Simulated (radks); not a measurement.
Results of a calculation; reference values are marked as such.
Problem. The sulfur ion S4+ is in [Ne] 3s2. Level of theory: Dirac Kohn-Sham, relativistic LDA (MacDonald-Vosko exchange, VWN5 correlation), spin-unpolarised, spherical densities, finite nucleus; Fermi nuclear charge, rms radius of each element as measured or else 0.836 A^(1/3) + 0.57 fm (a radial shooting solver on a logarithmic mesh with Libxc functionals). Sub-shells are occupied by j as written (lower j first in brackets). One electron is removed from 3s1/2, 2p1/2, 2p3/2, 2s1/2 in turn, with full relaxation. Which removal costs least, and what does each cost?

Solution. 3s1/2 73.398 eV; 2p3/2 238.24 eV; 2p1/2 239.61 eV; 2s1/2 290.74 eV. The 3s1/2 electron leaves first.
